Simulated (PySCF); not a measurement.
Simulation results for BClH₂O

Calculation on a computer-drawn molecule: vertical ionisation energy to the stated ion spin, frozen-core CCSD(T) at the basis limit and cheaper methods, single-reference cases, UHF for radicals, no spin-orbit; all values are single points at the evaluated structure, the first of each entry, which is the reference or a displaced copy of it and isn't optimised; the reference structure only sets the zero of the energies above reference; triples share is (T) over the correlation energy. Program: PySCF 2.14.0.

Common to all runs: charge 0; multiplicity 1; ion multiplicity 2; diffuse functions no; basis cc-pV(n+d)Z; reference is the Hartree-Fock double-zeta minimum; best is HF at quadruple zeta + MP2 correlation extrapolated from triple and quadruple zeta + CCSD(T) minus MP2 at triple zeta; basis step is the size of the change from the same recipe one zeta lower.

(1) 
```xyz
5
formula=BClH2O
O     -0.7634    -1.1447    -2.1355
B     -0.8771    -1.9427    -1.0196
Cl    -1.8825    -3.5643    -1.3708
H     -0.3540    -0.3558    -1.8912
H     -0.6545    -1.5419     0.2289
```

Reference structure:
```xyz
5
BClH2O
O     -0.7592    -1.0998    -2.0777
B     -0.9709    -1.9309    -1.0533
Cl    -1.7720    -3.4727    -1.3849
H     -0.3276    -0.2950    -1.8312
H     -0.6474    -1.6851     0.0692
```

Drawn bonds:
```tsv
atom	other atom	order
1	2	1
2	3	1
1	4	1
2	5	1
```

(2) 
```xyz
5
formula=BClH2O
O     -0.7634    -1.1447    -2.1355
B     -0.8771    -1.9427    -1.0196
Cl    -1.8825    -3.5643    -1.3708
H     -0.3540    -0.3558    -1.8912
H     -0.6520    -1.5373     0.2430
```

Reference structure:
```xyz
5
BClH2O
O     -0.7592    -1.0998    -2.0777
B     -0.9709    -1.9309    -1.0533
Cl    -1.7720    -3.4727    -1.3849
H     -0.3276    -0.2950    -1.8312
H     -0.6474    -1.6851     0.0692
```

Drawn bonds:
```tsv
atom	other atom	order
1	2	1
2	3	1
1	4	1
2	5	1
```

To be estimated
1. BClH₂O (entry 1): dipole magnitude r2SCAN at triple zeta?
2. Give the table of triple zeta values for BClH₂O (entry 1).
3. Give the missing D1 diagnostic at triple zeta for BClH₂O (entry 2).
4. Estimate the triples share at triple zeta of BClH₂O (entry 2).
5. Give the missing energy above reference basis step for BClH₂O (entry 2).

Calculated values
1. 3.14 debye
2. 
Triple zeta:
```tsv
method	ionisation energy (eV)	energy above reference (kcal/mol)
HF	10.36	16.1
PBE	11.15	13.22
r2SCAN	11.3	14.63
B3LYP	11.4	14.64
wB97X	11.49	15.17
MP2	11.55	15.6
CCSD	11.35	15.21
CCSD(T)	11.41	14.72
```
3. 0.04793
4. 0.03847
5. 0.2556 kcal/mol

Further results for BClH₂O (entry 1):

- ionisation energy best: 11.63 eV
- ionisation energy basis step: 0.09484 eV
- energy above reference best: 15.14 kcal/mol
- energy above reference basis step: 0.2614 kcal/mol
- ionisation energy Koopmans at triple zeta: 12.09 eV
- ionisation energy EOM CCSD at triple zeta: 11.5 eV
- total energy HF triple zeta: -560.3411 hartree
- total energy CCSD(T) triple zeta: -560.9202 hartree
- total energy best: -561.0089 hartree
- T1 diagnostic at triple zeta: 0.01347
- D1 diagnostic at triple zeta: 0.04794
- ion T1 diagnostic at triple zeta: 0.02097
- ion D1 diagnostic at triple zeta: 0.08533
- ion spin squared at triple zeta: 0.7614
- triples share at triple zeta: 0.03843
- basis functions triple zeta: 127
- dipole magnitude HF at triple zeta: 3.447 debye
- dipole magnitude CCSD unrelaxed at triple zeta: 3.16 debye
- dipole magnitude PBE at triple zeta: 3.015 debye
- dipole magnitude B3LYP at triple zeta: 3.131 debye
- dipole magnitude wB97X at triple zeta: 3.265 debye

Further results for BClH₂O (entry 2):

- ionisation energy best: 11.63 eV
- ionisation energy basis step: 0.09465 eV
- energy above reference best: 16.07 kcal/mol
- ionisation energy Koopmans at triple zeta: 12.09 eV
- ionisation energy EOM CCSD at triple zeta: 11.5 eV
- total energy HF triple zeta: -560.3394 hartree
- total energy CCSD(T) triple zeta: -560.9188 hartree
- total energy best: -561.0074 hartree
- T1 diagnostic at triple zeta: 0.01348
- ion T1 diagnostic at triple zeta: 0.02139
- ion D1 diagnostic at triple zeta: 0.0887
- ion spin squared at triple zeta: 0.7614
- basis functions triple zeta: 127
- dipole magnitude HF at triple zeta: 3.431 debye
- dipole magnitude CCSD unrelaxed at triple zeta: 3.147 debye
- dipole magnitude PBE at triple zeta: 3.003 debye
- dipole magnitude r2SCAN at triple zeta: 3.127 debye
- dipole magnitude B3LYP at triple zeta: 3.118 debye
- dipole magnitude wB97X at triple zeta: 3.251 debye

Triple zeta:
```tsv
method	ionisation energy (eV)	energy above reference (kcal/mol)
HF	10.36	17.13
PBE	11.14	14.05
r2SCAN	11.3	15.52
B3LYP	11.39	15.56
wB97X	11.49	16.09
MP2	11.55	16.56
CCSD	11.35	16.14
CCSD(T)	11.41	15.64
```
